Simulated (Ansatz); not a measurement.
Te₅Pb₆, relaxed as a singlet with RKS PBE-D4/def2-SVP in Ansatz, starting from the GFN1-xTB geometry. Force threshold 0.03 eV/Å.

In the def2 sets Pb, Te take a core potential; there is no spin–orbit coupling. The structure comes from a short search, and lower isomers may exist.

Start:

```csv
atom,x (Å),y (Å),z (Å)
Pb1,-2.583,0.251,1.787
Pb2,-1.915,0.237,-3.082
Pb3,1.358,-0.559,3.045
Pb4,2.345,-1.690,-0.738
Pb5,-0.664,-2.382,-2.064
Pb6,0.432,1.484,-0.046
Te7,-2.560,1.762,-0.700
Te8,-0.345,1.819,2.883
Te9,1.064,-0.046,-2.833
Te10,-0.335,-1.367,0.717
Te11,3.203,0.490,1.031
```

| step | energy (eV) | largest force component (eV/Å) | SCF passes |
| --- | --- | --- | --- |
| 1 | -67976.9080 | 1.168 | 25 |
| 2 | -67977.5126 | 0.398 | 28 |
| 3 | -67977.5861 | 0.182 | 23 |
| 4 | -67977.6000 | 0.096 | 24 |
| 5 | -67977.6053 | 0.044 | 23 |
| 6 (rejected) | -67977.6040 | 0.107 | 24 |
| 7 | -67977.6101 | 0.039 | 23 |
| 8 | -67977.6194 | 0.083 | 30 |
| 9 (rejected) | -67977.6146 | 0.185 | 28 |
| 10 | -67977.6287 | 0.064 | 24 |
| 11 | -67977.6372 | 0.080 | 22 |
| 12 | -67977.6526 | 0.136 | 23 |
| 13 | -67977.6721 | 0.161 | 22 |
| 14 | -67977.7032 | 0.130 | 25 |
| 15 (rejected) | -67977.6442 | 0.307 | 27 |
| 16 | -67977.7117 | 0.075 | 23 |
| 17 | -67977.7172 | 0.026 | 22 |

Force components are those of the run's own axes.

End:

```xyz
11

Pb   -2.4070    0.0652    1.7659
Pb   -1.9744    0.2722   -3.1660
Pb    1.2546   -0.4615    2.9741
Pb    2.2362   -1.8722   -0.6125
Pb   -0.6963   -2.3686   -2.1684
Pb    0.6334    2.1346   -0.1475
Te   -2.4570    1.7827   -0.6471
Te   -0.3840    2.0379    2.8606
Te    1.0586    0.1057   -2.7519
Te   -0.4580   -2.2340    0.9267
Te    3.1939    0.5379    0.9662
```

Bonds lost: Pb6–Te10 (atoms count from 1).

No frequencies were taken in this run, so the end may be a saddle point.

Run time 3.1 min (4 threads of Intel Xeon on a shared host), peak host memory 0.87 GiB.
